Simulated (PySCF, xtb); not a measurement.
Si(F)2(H)(SeH) (F₂H₂SeSi), SMILES F[SiH](F)[SeH].

GFN2-xTB in xtb at its own geometry gives an orbital gap of 4.54 eV and a dipole moment of 2.33 D.

Coordinates come from a B3LYP-D3(BJ)/def2-SVP optimisation. Other conformers were not sampled.

### Question
What does PySCF with CAM-B3LYP/def2-TZVPD give? (The exact figures need the calculation; the answer reports its results.)

### Answer
gap 9.25 eV (levels -9.07 and 0.18 eV), dipole 1.91 D.
